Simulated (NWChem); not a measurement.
Molecule: THF (C4H8O); SMILES C1CCOC1

```xyz
13

C     -0.7249     0.9911    -0.2247
C      0.7329     0.9852     0.2240
C      1.1517    -0.4368    -0.1340
O     -0.0053    -1.2356    -0.0008
C     -1.1550    -0.4269     0.1351
H     -1.3353     1.7617     0.2681
H     -0.7911     1.1530    -1.3129
H      1.3500     1.7502    -0.2692
H      0.8001     1.1478     1.3121
H      1.9456    -0.8305     0.5226
H      1.5289    -0.4865    -1.1747
H     -1.5299    -0.4726     1.1769
H     -1.9539    -0.8144    -0.5191
```
Atoms are numbered in this order, from 1.

Computed with NWChem. Pople sets run with spherical d functions. The geometry was optimised at PBE0/def2-SVP. B3LYP is NWChem's, with the RPA form of VWN correlation.

Problem. Order these by “orbital gap (eV)”, lowest first: B3LYP/def2-SVPD; B3LYP/3-21G; B3LYP/STO-3G; B3LYP/def2-SVP; B3LYP/6-311++G**.

Solution. B3LYP/6-311++G** (6.55), B3LYP/def2-SVPD (7.27), B3LYP/def2-SVP (8.00), B3LYP/3-21G (9.05), B3LYP/STO-3G (11.28)
